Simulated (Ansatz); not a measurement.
**Question.** Predict a relaxed structure of (Cl)2Si(OSiH2)2O (Si₃Cl₂O₃H₄), charge 0, singlet, at PBE-D4/def2-SVP (Ansatz).

**Answer.** 
```xyz
12

Si   -0.775   -1.309    0.738
Cl   -0.027   -3.214    0.874
Cl   -2.615   -1.241    1.642
O    -0.923   -0.883   -0.856
Si   -0.234    0.374   -1.748
O     0.746    1.253   -0.709
Si    1.101    1.089    0.922
O     0.254   -0.254    1.496
H    -1.327    1.249   -2.271
H     0.594   -0.213   -2.846
H     0.639    2.303    1.663
H     2.566    0.845    1.096
```
Point group C2v (tolerance 0.1 Å). This is one stationary point.
